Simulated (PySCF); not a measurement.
**B²⁺: excitation energy**

B²⁺ [He] 2s1 (2S) → B²⁺ [He] 3d1 (2D), as a difference of total energies. All numbers are calculated (PySCF 2.14, scalar relativity by spin-free X2C-1e, in aug-cc-pVQZ-DK). The calculations carry no spin-orbit coupling.

| method | excitation energy (eV) |
| --- | --- |
| UHF | 24.244 |
| LDA | 23.779 |
| PBE | 23.668 |
| PBE0 | 23.844 |
| r2SCAN | 23.659 |
| M06 | 23.011 |
| PW91 | 23.739 |
| LC-wPBE | 24.309 |

The promoted electron is Rydberg-like, and one or two diffuse shells describe it only roughly, which tends to raise the upper state.
